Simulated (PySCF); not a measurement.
Compound: C5H8Si.
Structure used (PBE0-D3(BJ)/def2-SVP), in Å, numbered top down from 1:
```xyz
14
C5H8Si angstrom
C      3.1570   -1.0378   -0.0736
C      1.7886   -0.6431   -0.3472
C      0.6373   -0.3076   -0.5721
Si    -1.0621    0.1852   -0.9509
C     -1.8861    1.4985    0.0741
C     -2.3702    0.0654    0.3642
H      3.7270   -1.1499   -1.0092
H      3.1941   -1.9992    0.4629
H      3.6691   -0.2838    0.5444
H     -1.4513    0.0227   -2.3714
H     -1.3018    1.9864    0.8618
H     -2.6044    2.1774   -0.3993
H     -2.0986   -0.3568    1.3379
H     -3.3979   -0.1765    0.0709
```

The computed photoelectron lines, unassigned: C 1s: 289.55 (area 1), 289.74 (area 2), 290.17 (area 1), 291.66 (area 1) eV; Si 1s: 1846.20 eV; Si 2p3/2: 106.40 eV.

Level of theory: PySCF, delta-SCF UKS SCAN, pcX-2 on the ionised atom, pcseg-1 elsewhere, spin-free X2C. Isolated species at its PBE0-D3(BJ)/def2-SVP geometry, gas phase.

(1) Which carbon gives which C 1s line?

Results:

(1) 289.55 eV: C3 (alkyne carbon); 289.74 eV: C5/C6 (sp3 carbon bound to silicon); 290.17 eV: C2 (alkyne carbon); 291.66 eV: C1 (propargylic carbon). Lowest listed C 1s: C3, bonded to C (triple bond) and Si. Highest, 2.11 eV above it: C1, bonded to C and 3 H. The widest gap between neighbouring values is 1.49 eV, between 290.17 and 291.66 eV.

Bonded neighbours of each site: C1: C and 3 H; C2: C (triple bond) and C; C3: C (triple bond) and Si; Si4: 3 C and H; C5/C6: C, 2 H and Si.

Problem. Which photon energy gives electrons from C 1s of C5/C6 a kinetic energy of 20 eV, and what is their de Broglie wavelength?

Solution. hν = 289.74 + 20 = 309.74 eV, recoil neglected; λ = 12.264 Å/√(E/eV) = 2.74 Å.

Topologically equivalent atoms share the value of their first member; where this conformer doesn't relate them by symmetry, their own values could differ. The unrestricted hole states depart most from a pure doublet (⟨S²⟩ = 0.75; over 0.85 named) for C 1s of C2 (0.86), which makes this value less certain. Spin–orbit and ligand-field terms were added within each 2p shell after the spin-free SCF. 2p1/2 minus 2p3/2 (ligand field included): Si 0.62 eV.

Time: 77 s wall; peak memory 0.59 GiB. Hardware: one thread, Arm Neoverse N1 (aarch64), no GPU, shared host with 64 logical CPUs at a one-minute load of 61.
